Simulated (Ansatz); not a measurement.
`BC(C)F` + H₂O → `CC(O)F` + BH₃ at 700 K and 1 bar (formal hydrolysis of a C–B bond).

Program: Ansatz. Geometries: PBE0-D4/def2-TZVP. ΔE: electronic, gas phase. CCSD(T)/CBS adds triple-zeta CCSD(T) − MP2 to the extrapolated MP2 energy (def2 sets, frozen cores). This one scheme is used for every species. One conformer a species, not always the lowest.

```
 species  CCSD(T)/CBS energy (Eh)  H − E (kJ/mol)  S (J/(mol·K))
`BC(C)F`               -204.26990           268.1          396.9
     H₂O                -76.37941            80.5          218.4
`CC(O)F`               -254.08332           248.1          371.2
     BH₃                -26.55200            96.5          225.0
```

H − E and S are ideal-gas, rigid-rotor, harmonic terms from PBE0-D4/def2-TZVP, for one conformer and one mirror image of each species. 1 Eh = 2625.50 kJ/mol, R = 8.31446 J/(mol·K).

Task: By hand: ΔE, ΔH, ΔS and ΔG.

Result: ΔE = (-254.08332) + (-26.55200) − (-204.26990) − (-76.37941) = 0.01399 Eh = 36.7 kJ/mol. Δ(H − E) = 248.1 + 96.5 − 268.1 − 80.5 = -4.0, so ΔH = 32.7 kJ/mol. ΔS = 371.2 + 225.0 − 396.9 − 218.4 = -19.1 J/(mol·K). ΔG = 32.7 − 700 × (-19.1)/1000 = 46.1 kJ/mol.

Task: By hand: the equilibrium constant, and the temperature at which ΔG would vanish if ΔH and ΔS stayed fixed.

Result: log₁₀ K = −ΔG/(RT ln 10) = -3.4. ΔH and −TΔS have one sign here, so there is no such temperature.

TΔS isn't small against ΔH here. A doubt of 5 kJ/mol in ΔE shifts log₁₀ K by 0.4 here. Other conformers and mirror images would add mixing entropy, several J/(mol·K) or more a flexible species. These are equilibria of isolated gas molecules and say nothing of rates. Largest T1 diagnostic: 0.011 (customary marks: 0.02 for closed shells, 0.045 for open ones).
